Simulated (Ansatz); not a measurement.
Gas-phase electronic energies from Ansatz, PBE0-D4/def2-TZVP geometries. CCSD(T)/CBS adds triple-zeta CCSD(T) − MP2 to the extrapolated MP2 energy (def2 sets, frozen cores). Double bonds are as drawn, so ΔE can hold a change between cis and trans. DFT in def2-TZVPP. B3LYP here is the variant with VWN-RPA as its local correlation; programs differ in this. def2 core potentials past Kr. For Sb outer-core shells are correlated without core-valence functions, which leaves a few kJ/mol of doubt a bond. Each species was taken in one conformer, which may not be the lowest.

`C[N](C)[SbH2]` + `C/C(O)=N\[SiH3]` → `C/C(O)=[N]\[SbH2]` + `CN(C)[SiH3]`  (redistribution)

(1) Is it downhill or uphill in electronic energy at CCSD(T)/CBS, and by how much? (Estimate.)

(2) What do these levels give: B3LYP-D4, ωB97M-V, HF/def2-TZVPP, MP2/def2-TZVPP, MP2/def2-QZVPP, HF/CBS(def2)? (An estimate is asked.)

Largest T1 diagnostic among the species: 0.015.

## Answers

(1) Ansatz gave: Downhill: ΔE = -0.09 eV.

(2) Computed: B3LYP-D4 -0.10, ωB97M-V -0.12, HF/def2-TZVPP -0.10, MP2/def2-TZVPP -0.11, MP2/def2-QZVPP -0.09, HF/CBS(def2) -0.10 eV.
